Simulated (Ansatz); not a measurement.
Consider the cleavage of the B–Si bond: `B[SiH2][SiH2][SiH3]` + `C[SiH](O)Br` → `BO[SiH](C)Br` + trisilane.

Gas-phase electronic energies from Ansatz, PBE0-D4/def2-TZVP geometries. CBS: MP2 limit from def2 TZ/QZ plus the TZ coupled-cluster correction, frozen cores. DFT in def2-TZVPP. B3LYP here is the variant with VWN-RPA as its local correlation; programs differ in this. For Br outer-core shells are correlated without core-valence functions, which leaves a few kJ/mol of doubt a bond. Scalar relativity is left out up to krypton. Each species was taken in one conformer, which may not be the lowest.

| level | ΔE (kJ/mol) | difference from CCSD(T)/CBS |
| --- | --- | --- |
| PBE-D4 | -138.6 | 11.6 |
| r2SCAN-D4 | -146.9 | 3.3 |
| PBE0-D4 | -142.4 | 7.8 |
| B3LYP-D4 | -155.3 | -5.1 |
| ωB97X-V | -151.6 | -1.4 |
| ωB97M-V | -154.3 | -4.1 |
| B2PLYP | -157.3 | -7.1 |
| r2SCAN | -147.1 | 3.1 |
| PBE0 | -143.0 | 7.2 |
| B3LYP | -156.3 | -6.1 |
| HF/def2-TZVPP | -168.5 | -18.3 |
| SCS-MP2/def2-TZVPP | -158.8 | -8.6 |
| CCSD/def2-TZVPP | -153.5 | -3.3 |
| CCSD(T)/def2-TZVPP | -151.9 | -1.7 |
| MP2/CBS(def2) | -154.1 | -3.9 |
| CCSD/CBS(def2) | -151.8 | -1.6 |
| CCSD(T)/CBS | -150.2 | 0 |

Largest T1 diagnostic among the species: 0.014.

In def2-TZVPP, CCSD(T) changes the Hartree–Fock value by +16.6 kJ/mol (the triples alone add +1.6 kJ/mol) and MP2 by +12.6 kJ/mol. From PBE to PBE0 (25 % exact exchange), in def2-TZVPP and without D4, ΔE moves by −3.8 kJ/mol.
